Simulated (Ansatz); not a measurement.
Coupled-cluster diagnostics for the cluster Mg4Zn2⁺ (the lowest doublet isomer of a short search), Ansatz.

Geometry of the doublet (r2SCAN/def2-SVP):

```csv
atom,x (Å),y (Å),z (Å)
Mg1,-1.556,-3.732,2.155
Mg2,1.626,2.526,-1.571
Mg3,-1.298,1.589,-0.530
Mg4,-0.512,-1.276,0.732
Zn5,1.088,0.991,0.707
Zn6,0.653,-0.098,-1.493
```

Correlated methods freeze 22 core orbitals; core or outer-core shells of Mg are correlated, in sets that lack core-valence functions. In CCSD on the charge 1 doublet the largest single amplitude is 0.16, so its Hartree–Fock determinant may place the open shell otherwise than the density functionals do. The structure comes from a short search, and lower isomers may exist.

Question: Estimate the CCSD(T) correlation energy, the shares of MP2 and (T), T1 and the reference's ⟨S²⟩ for: charge 1, doublet, own geometry in def2-SVP; and the rough time on 4 threads of Intel Xeon 6975P-C on a shared host.

Answer: 
```csv
state,basis,correlation (eV),MP2 share (%),(T) share (%),T1,⟨S²⟩ (pure),wall time,remarks
"charge 1, doublet, own geometry",def2-SVP,-20.807,98.6,4.6,0.023,1.08 (0.75),1.8 min,spin-contaminated (⟨S²⟩ 1.08)
```
Customary marks for T1 are 0.02 (closed shells), 0.045 (open shells) and about 0.05 (3d metals). T1 exceeds 0.02 in 1 of 1 rows and 0.045 in 0; the higher it lies, the less the single-reference result can be trusted.
